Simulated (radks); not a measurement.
Q: The mean radii <r> (bohr) of the occupied orbitals of an atom or ion are listed with their occupations. All-electron calculation, Dirac Kohn-Sham, AM05, spin-unpolarised, spherical densities, finite nucleus; Fermi nuclear charge, rms radius of each element as measured or else 0.836 A^(1/3) + 0.57 fm. Program: a radial shooting solver on a logarithmic mesh with Libxc functionals.

orbital  occ.      <r>
1s1/2       2  0.01745
2s1/2       2  0.07301
2p1/2       2  0.06019
2p3/2       4  0.06850
3s1/2       2   0.1901
3p1/2       2   0.1802
3p3/2       4   0.1955
3d3/2       4   0.1705
3d5/2       6   0.1752
4s1/2       2   0.4235
4p1/2       2   0.4268
4p3/2       4   0.4607
4d3/2       4   0.4720
4d5/2       6   0.4834
5s1/2       2   0.9766
5p1/2       2    1.059
4f5/2       6   0.5311
4f7/2       8   0.5387
5p3/2       4    1.155
5d3/2       4    1.520
5d5/2       2    1.565

Name the element and its charge. Open shells, if any, fill j = l - 1/2 first.

A: Z = 77, iridium, charge +3: Ir3+ in [Xe] 4f14 5d6. The 1s radius gives Z: for a bare nucleus <r> = (2 gamma + 1)/(2Z) with gamma = sqrt(1 - (Z/c)^2), 0.01724 bohr for Z = 77, and screening makes it slightly larger (0.01745 here). The occupations add up to 74, and the charge is Z minus that.
